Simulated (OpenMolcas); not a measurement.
**Multiconfigurational calculation on Ga2+**

Input:

```
&GATEWAY
Coord
1

Ga 0.0 0.0 0.0
Basis=ANO-RCC-VDZ
Group=XYZ
NoMove
AngMom=0.0 0.0 0.0
AMFI
&SEWARD
Relativistic=R04O02
* reference wave functions (RASSCF and RASSI steps not shown): 1 electron in 8 orbitals (4s 4p 5s 5p)
>>> COPY JOB001 $Project.JobIph
&CASPT2
Multistate=1 1
Frozen=3 6
IPEA=0.1
Sig2=0.05
MaxIter=60
WThr=0.0 0.3 0.05
PrWF=0.5
NoMix
>>> COPY JOB002 $Project.JobIph
&CASPT2
XMultistate=3 1 2 3
Frozen=3 6
IPEA=0.1
Sig2=0.05
MaxIter=60
WThr=0.0 0.3 0.05
PrWF=0.5
NoMix
```

Launched by
```bash
OMP_NUM_THREADS=1 MOLCAS_MEM=2252 MOLCAS_PROJECT=a pymolcas a.inp > a.log  # once for each step of the input, in one work folder
```

Output, cut to the results:

```
--- CASPT2 ---
Orbital specifications:
      -----------------------

      Symmetry species                           1   2
                                                ag  au
      Frozen orbitals                            3   6
      Inactive orbitals                          5   0
      Active orbitals                            2   6
      Secondary orbitals                         0   0
      Deleted orbitals                           0   0
      Number of basis functions                 10  12
Type of calculation                        SS-CASPT2
      Fock operator                              state-specific
      IPEA shift                                 0.10
      Real shift                                 0.00
      Imaginary shift                            0.00
      Sigma^2 regularizer                        0.05
      The input orbitals will be transformed to quasi-canonical
Reference energy:       -1941.3328848992
      E2 (Non-variational):      -0.0060390441
      Shift correction:          -0.0000000000
      E2 (Variational):          -0.0060390441
      Total energy:           -1941.3389239432
      Residual norm:              0.0000000000
      Reference weight:           0.99788
      Contributions to the CASPT2 correlation energy
      Active & Virtual Only:          0.0000000000
      One Inactive Excited:          -0.0026673139
      Two Inactive Excited:          -0.0033717302
::    CASPT2 Root  1     Total energy:  -1941.33892394
--- CASPT2 ---
Orbital specifications:
      -----------------------

      Symmetry species                           1   2
                                                ag  au
      Frozen orbitals                            3   6
      Inactive orbitals                          5   0
      Active orbitals                            2   6
      Secondary orbitals                         0   0
      Deleted orbitals                           0   0
      Number of basis functions                 10  12
Type of calculation                        XMS-CASPT2
      Fock operator                              state-average
      IPEA shift                                 0.10
      Real shift                                 0.00
      Imaginary shift                            0.00
      Sigma^2 regularizer                        0.05
      The input orbitals will be transformed to quasi-canonical
      The input states will be rotated to diagonalize the Fock operator
Reference energy:       -1941.0360410004
      E2 (Non-variational):      -0.0047949606
      Shift correction:           0.0000000000
      E2 (Variational):          -0.0047949606
      Total energy:           -1941.0408359610
      Residual norm:              0.0000000000
      Reference weight:           0.99796
      Contributions to the CASPT2 correlation energy
      Active & Virtual Only:          0.0000000000
      One Inactive Excited:          -0.0016961738
      Two Inactive Excited:          -0.0030987868
Reference energy:       -1941.0360410004
      E2 (Non-variational):      -0.0047942111
      Shift correction:           0.0000000000
      E2 (Variational):          -0.0047942111
      Total energy:           -1941.0408352115
      Residual norm:              0.0000000000
      Reference weight:           0.99796
      Contributions to the CASPT2 correlation energy
      Active & Virtual Only:          0.0000000000
      One Inactive Excited:          -0.0016962953
      Two Inactive Excited:          -0.0030979158
::    XMS-CASPT2 Root  1     Total energy:  -1941.04083597
::    XMS-CASPT2 Root  2     Total energy:  -1941.04083522
::    XMS-CASPT2 Root  3     Total energy:  -1941.04083520
```

In XMS-CASPT2 the single-state energies belong to rotated reference states; over a whole degenerate manifold the rotation is arbitrary, and only the multistate roots count.

Levels above the lowest, from the spin-orbit matrix with the multistate effective Hamiltonian, averaged by term, added to it:

```tsv
Configuration	Term	J	E (cm⁻¹)	Measured (cm⁻¹)	g	Term weight %
4s	²S	1/2	0.0	0.0	2.002	100
4p	²P°	1/2	64291	65169	0.666	100
4p	²P°	3/2	65989	66888	1.334	100
```

Against the 2 measured excited levels shown (Shirai, Reader, Kramida and Sugar, J. Phys. Chem. Ref. Data 36, 509 (2007)) the mean absolute deviation is 890 cm-1; the largest miss in energy is 4p ²P°_3/2: computed 65989, measured 66888 cm⁻¹ (-1.3 %).

With one active electron outside closed inactive shells, the extra shells (5p 5s) add no correlation to the reference. With one active electron, CASPT2 adds the correlation within the correlated inactive shells and between them and that electron, and leaves the splitting within a term as the reference gives it. Measured partners are found by configuration, term and J. A level has none where our copy of the source lacks it or the pairing is in doubt (some pairs that miss far off the trend of their configuration count as doubtful), and it then counts in no deviation. Levels of configurations outside the active space are missing. The first state left out of the spin-orbit step lies near 150000 cm-1 above the lowest spin-free state of the reference (among the parities and spins computed), and the list stops at four fifths of that energy or lower.

The term weight is that of the spin-free term in the level, not the purity of its configuration. ° marks odd parity.
